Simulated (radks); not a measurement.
Values are calculated unless marked as measured or tabulated.
Task: Ru4+, 40 electrons, occupied as [Kr] 4d4. Code: a radial shooting solver on a logarithmic mesh with Libxc functionals. Model: scalar-relativistic Kohn-Sham, AM05, spin-unpolarised, spherical densities, finite nucleus; Fermi nuclear charge, rms radius 4.4809 fm. Some entries of the table are withheld. Estimate them.

orbital  occ.  eigenvalue (eV)  <r> (bohr)  <r^2> (bohr^2)
1s          2              (1)         (2)        0.001512
2s          2        -3203.865      0.1458         0.02506
2p          6        -2876.226      0.1270         0.01971
3s          2        -606.8765      0.4031          0.1860
3p          6        -499.2302      0.4033          0.1891
3d         10              (3)         (4)          0.1765
4s          2        -126.9208       1.003           1.138
4p          6         -96.3155       1.094           1.365
4d          4         -51.8530       1.367           2.177

Result: 
(1) 1s eigenvalue (eV): -21962.21
(2) 1s <r> (bohr): 0.03347
(3) 3d eigenvalue (eV): -325.7863
(4) 3d <r> (bohr): 0.3840
